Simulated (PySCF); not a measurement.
An unknown shows these calculated signals:

¹H NMR (600 MHz, computed): δ 10.40 (s, 1H), 9.26 (d, 2H), 7.86 (d, 2H).

¹³C{¹H} NMR (computed): δ 199.2 (CH), 159.8 (CH), 147.2 (C), 128.5 (CH).

All values are calculated (PySCF): geometry from PBE0-D3(BJ)/def2-TZVP, shieldings: GIAO B97-2/pcSseg-2. Relativity neglected, one conformer, gas phase, one averaged value for each set of equivalent atoms.

δ = σ(ref) − σ, references computed at the same level: ¹H (σref 31.64), ¹³C (σref 185.38) vs TMS.

Q: Which of these does the molecule contain: a nitrile, a three-membered ring, a carboxylic acid, an aldehyde, a heteroaromatic ring?

A: 
- A nitrile: no.
- A three-membered ring: no.
- A carboxylic acid: no.
- An aldehyde: yes (δC 199.2; δH 10.40 (s)).
- A heteroaromatic ring: yes.

The data belong to 4-Pyridine Carbaldehyde (SMILES O=Cc1ccncc1); they needn't prove each group on their own.

Carbon signals by region: 1 in the far downfield region (above 160 ppm), 3 in the sp2 and nitrile region (100–160 ppm). Above 160 ppm: 199.2, aldehyde carbonyl carbon.

Shifts are as computed. Against solution values, carbons near 30 ppm lie about +3 ppm off and those near 130 ppm about +7 ppm. Of 1211 compounds with measured shifts, 218 miss one by over three times the rms of a fit or turn the order of signals round; such compounds aren't used in these exercises. Multiplicities follow the n + 1 count of equivalent neighbours, as no J values were calculated; m marks all less simple cases, F and P coupling included.
